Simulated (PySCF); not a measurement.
AlI3, SMILES [I][Al]([I])[I]. Atoms are numbered in the order given.

```xyz
4

Al     0.0000     0.0000     0.0000
I     -2.4527     0.0000     0.0000
I      1.2263     2.1241     0.0000
I      1.2263    -2.1241     0.0000
```

Geometry optimised at PBE0-D3(BJ)/def2-SVP. The isomer is the one that the SMILES or the coordinates give; other isomers of the formula were not compared. The def2 effective core potentials stand for the cores of I; spin–orbit coupling is left out.

Level of theory: TDA-PBE/def2-SVPD (PySCF).

Vertical excitations; the highest root listed may be one member of a degenerate set. Gas-phase values at a fixed geometry. State labels are in the subgroup C2v.

```csv
state,symmetry,energy (eV),λ (nm),f,main pairs
S1,B1,3.96,313,0.000,HOMO→LUMO 100 %
S2,A2,4.03,308,0.000,HOMO→LUMO+1 100 %
S3,B2,4.35,285,0.000,HOMO−1→LUMO (degenerate set)
S4,A2,4.35,285,0.000,HOMO−2→LUMO (degenerate set)
S5,B1,4.49,276,0.005,"HOMO−3→LUMO, HOMO−2→LUMO+1 (degenerate set)"
S6,A1,4.49,276,0.005,"HOMO−4→LUMO, HOMO−1→LUMO+1 (degenerate set)"
S7,A2,4.55,272,0.000,HOMO−3→LUMO+1 (degenerate set)
S8,B2,4.55,272,0.000,HOMO−4→LUMO+1 (degenerate set)
S9,B1,4.82,257,0.112,"HOMO−2→LUMO+1, HOMO−3→LUMO (degenerate set)"
S10,A1,4.82,257,0.112,"HOMO−1→LUMO+1, HOMO−4→LUMO (degenerate set)"
T1,B1,3.73,332,0,HOMO→LUMO 100 %
T2,A2,3.93,315,0,HOMO→LUMO+1 100 %
T3,B2,4.13,300,0,HOMO−1→LUMO (degenerate set)
T4,A2,4.13,300,0,HOMO−2→LUMO (degenerate set)
```
Triplets are in the Tamm–Dancoff approximation.
